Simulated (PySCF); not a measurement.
Cl$_{2}$OV (SMILES [O]=[V+]([Cl])[Cl]), charge +1, singlet, geometry from GFN2-xTB (such geometries of metal compounds can be far from the true shape) (the multiplicity is a formal guess), atoms displaced at random by about 0.03 Å a coordinate; HF/STO-3G, gradient by finite differences run with PySCF.

The PySCF input:
```python
from pyscf import gto, scf

mol = gto.M(
    atom='''
V     0.46449651    0.30383918    0.02487356
O     1.52522250   -0.72529899   -0.36449056
Cl   -0.54038325   -0.53681621    1.57625571
Cl   -0.87977092    0.47256086   -1.41702479
''',
    basis='sto-3g',
    charge=1,
    verbose=4,
)

mf = scf.RHF(mol)
mf.conv_tol = 1e-11
mf.kernel()
scan, done = mf.as_scanner(), []
scan.scf_summary = {}
def energy(d):
    c = mol.atom_coords()
    c[0, 2] += d
    e = scan(mol.set_geom_(c, unit='Bohr', inplace=False))
    done.append(scan.converged)
    return e
h = 0.01
fd = (energy(h) - energy(-h)) / (2 * h)
print('dE/dx =', fd)
```

Question: What does PySCF print? Leave out banner, timings and long lists.

Answer: 
```
PySCF version 2.14.0

[INPUT] verbose = 4
[INPUT] num. atoms = 4
[INPUT] num. electrons = 64
[INPUT] charge = 1
[INPUT] spin (= nelec alpha-beta = 2S) = 0
[INPUT] symmetry False subgroup None
[INPUT] Mole.unit = angstrom
[INPUT] Symbol           X                Y                Z      unit          X                Y                Z       unit  Magmom
[...]
nuclear repulsion = 368.593323378537
number of shells = 21
number of NR pGTOs = 123
number of NR cGTOs = 41
basis = sto-3g
ecp = {}

******** <class 'pyscf.scf.hf.RHF'> ********
method = RHF
initial guess = minao
damping factor = 0
level_shift factor = 0
DIIS = <class 'pyscf.scf.diis.CDIIS'>
diis_start_cycle = 1
diis_space = 8
diis_damp = 0
SCF conv_tol = 1e-11
SCF conv_tol_grad = None
SCF max_cycles = 50
direct_scf = True
direct_scf_tol = 1e-13
Set gradient conv threshold to 3.16228e-06
Initial guess from minao.
init E= -1914.93320059696
[...]
cycle= 1 E= -1915.35295884366  delta_E= -0.42  |g|= 1.39  |ddm|= 3.22
[...]
cycle= 2 E= -1910.58615759513  delta_E= 4.77  |g|=  4.9  |ddm|= 4.65
[...]
cycle= 3 E= -1916.0242734487  delta_E= -5.44  |g|= 0.304  |ddm|= 3.25
[...]
cycle= 4 E= -1916.04580291668  delta_E= -0.0215  |g|= 0.0826  |ddm|= 0.219
[...]
cycle= 5 E= -1916.04790954563  delta_E= -0.00211  |g|= 0.0124  |ddm|= 0.0919
[...]
cycle= 6 E= -1916.04807053776  delta_E= -0.000161  |g|= 0.00797  |ddm|= 0.0281
[...]
cycle= 7 E= -1916.04820017817  delta_E= -0.00013  |g|= 0.00473  |ddm|= 0.038
[...]
cycle= 8 E= -1916.04823721742  delta_E= -3.7e-05  |g|= 0.0025  |ddm|= 0.021
[...]
cycle= 9 E= -1916.0482479682  delta_E= -1.08e-05  |g|= 0.000883  |ddm|= 0.0132
[...]
cycle= 10 E= -1916.04824921993  delta_E= -1.25e-06  |g|= 0.000246  |ddm|= 0.00497
[...]
cycle= 11 E= -1916.04824933113  delta_E= -1.11e-07  |g|= 9.89e-05  |ddm|= 0.00121
[...]
cycle= 12 E= -1916.04824935219  delta_E= -2.11e-08  |g|= 4.78e-05  |ddm|= 0.000508
[...]
cycle= 13 E= -1916.04824935762  delta_E= -5.43e-09  |g|= 2.35e-05  |ddm|= 0.000257
[...]
cycle= 14 E= -1916.0482493591  delta_E= -1.48e-09  |g|= 9.21e-06  |ddm|= 0.00016
[...]
cycle= 15 E= -1916.04824935926  delta_E= -1.59e-10  |g|= 3.87e-06  |ddm|= 4.63e-05
[...]
cycle= 16 E= -1916.04824935928  delta_E= -2.91e-11  |g|= 1.69e-06  |ddm|= 2.07e-05
[...]
cycle= 17 E= -1916.04824935929  delta_E= -1.36e-12  |g|= 7.07e-07  |ddm|= 7.57e-06
[...]
Extra cycle  E= -1916.04824935929  delta_E= -1.82e-12  |g|= 6.58e-07  |ddm|= 1.59e-06
converged SCF energy = -1916.04824935929
Create scanner for <class 'pyscf.scf.hf.RHF'>

WARN: Mole.unit (angstrom) is changed to Bohr

New geometry
   1 V      0.464496510000   0.303839180000   0.030165332109 AA    0.877771189716   0.574172836112   0.057004216143 Bohr
   2 O      1.525222500000  -0.725298990000  -0.364490560000 AA    2.882252804024  -1.370616449524  -0.688787333389 Bohr
   3 Cl    -0.540383250000  -0.536816210000   1.576255710000 AA   -1.021176344802  -1.014435616127   2.978691594182 Bohr
   4 Cl    -0.879770920000   0.472560860000  -1.417024790000 AA   -1.662526091157   0.893010602589  -2.677788764819 Bohr

******** <class 'pyscf.scf.hf.RHF_Scanner'> ********
method = RHF_Scanner
initial guess = minao
damping factor = 0
level_shift factor = 0
DIIS = <class 'pyscf.scf.diis.CDIIS'>
diis_start_cycle = 1
diis_space = 8
diis_damp = 0
SCF conv_tol = 1e-11
SCF conv_tol_grad = None
SCF max_cycles = 50
direct_scf = True
direct_scf_tol = 1e-13
Set gradient conv threshold to 3.16228e-06
init E= -1916.04692465893
[...]
cycle= 1 E= -1916.04815588915  delta_E= -0.00123  |g|= 0.00302  |ddm|= 0.0147
[...]
cycle= 2 E= -1916.04815997325  delta_E= -4.08e-06  |g|= 0.00227  |ddm|= 0.00665
[...]
cycle= 3 E= -1916.04816118569  delta_E= -1.21e-06  |g|= 0.00148  |ddm|= 0.003
[...]
cycle= 4 E= -1916.04816198531  delta_E= -8e-07  |g|= 0.00039  |ddm|= 0.00201
[...]
cycle= 5 E= -1916.04816213257  delta_E= -1.47e-07  |g|= 0.000142  |ddm|= 0.00115
[...]
cycle= 6 E= -1916.04816215929  delta_E= -2.67e-08  |g|= 8.44e-05  |ddm|= 0.000423
[...]
cycle= 7 E= -1916.0481621753  delta_E= -1.6e-08  |g|= 3.72e-05  |ddm|= 0.000455
[...]
cycle= 8 E= -1916.04816217906  delta_E= -3.76e-09  |g|= 1.43e-05  |ddm|= 0.000248
[...]
cycle= 9 E= -1916.0481621796  delta_E= -5.43e-10  |g|= 5.34e-06  |ddm|= 0.0001
[...]
cycle= 10 E= -1916.04816217967  delta_E= -7.14e-11  |g|= 2.18e-06  |ddm|= 3.16e-05
[...]
cycle= 11 E= -1916.04816217969  delta_E= -1.41e-11  |g|= 9.17e-07  |ddm|= 1.26e-05
[...]
cycle= 12 E= -1916.04816217968  delta_E= 5e-12  |g|= 4.45e-07  |ddm|= 5.11e-06
[...]
Extra cycle  E= -1916.04816217969  delta_E= -5.46e-12  |g|= 4.54e-07  |ddm|= 9.77e-07
converged SCF energy = -1916.04816217969

WARN: Mole.unit (angstrom) is changed to Bohr

New geometry
   1 V      0.464496510000   0.303839180000   0.019581787891 AA    0.877771189716   0.574172836112   0.037004216143 Bohr
   2 O      1.525222500000  -0.725298990000  -0.364490560000 AA    2.882252804024  -1.370616449524  -0.688787333389 Bohr
   3 Cl    -0.540383250000  -0.536816210000   1.576255710000 AA   -1.021176344802  -1.014435616127   2.978691594182 Bohr
   4 Cl    -0.879770920000   0.472560860000  -1.417024790000 AA   -1.662526091157   0.893010602589  -2.677788764819 Bohr

******** <class 'pyscf.scf.hf.RHF_Scanner'> ********
method = RHF_Scanner
initial guess = minao
damping factor = 0
level_shift factor = 0
DIIS = <class 'pyscf.scf.diis.CDIIS'>
diis_start_cycle = 1
diis_space = 8
diis_damp = 0
SCF conv_tol = 1e-11
SCF conv_tol_grad = None
SCF max_cycles = 50
direct_scf = True
direct_scf_tol = 1e-13
Set gradient conv threshold to 3.16228e-06
init E= -1916.0507356994
[...]
cycle= 1 E= -1916.04825351073  delta_E= 0.00248  |g|= 0.00595  |ddm|= 0.0293
[...]
cycle= 2 E= -1916.04827003098  delta_E= -1.65e-05  |g|= 0.00433  |ddm|= 0.0131
[...]
cycle= 3 E= -1916.04827447459  delta_E= -4.44e-06  |g|= 0.00296  |ddm|= 0.00588
[...]
cycle= 4 E= -1916.04827764588  delta_E= -3.17e-06  |g|= 0.000769  |ddm|= 0.00399
[...]
cycle= 5 E= -1916.04827821622  delta_E= -5.7e-07  |g|= 0.000283  |ddm|= 0.00226
[...]
cycle= 6 E= -1916.04827832152  delta_E= -1.05e-07  |g|= 0.000168  |ddm|= 0.000837
[...]
cycle= 7 E= -1916.04827838472  delta_E= -6.32e-08  |g|= 7.34e-05  |ddm|= 0.000905
[...]
cycle= 8 E= -1916.0482783992  delta_E= -1.45e-08  |g|= 2.8e-05  |ddm|= 0.000487
[...]
cycle= 9 E= -1916.04827840126  delta_E= -2.06e-09  |g|= 1.04e-05  |ddm|= 0.000193
[...]
cycle= 10 E= -1916.04827840151  delta_E= -2.51e-10  |g|= 4.24e-06  |ddm|= 6.09e-05
[...]
cycle= 11 E= -1916.04827840156  delta_E= -4.37e-11  |g|= 1.76e-06  |ddm|= 2.43e-05
[...]
cycle= 12 E= -1916.04827840156  delta_E= -5.46e-12  |g|= 7.46e-07  |ddm|= 9.95e-06
[...]
Extra cycle  E= -1916.04827840156  delta_E= -9.09e-13  |g|= 5.94e-07  |ddm|= 1.65e-06
converged SCF energy = -1916.04827840156
dE/dx = 0.005811093967622583
```
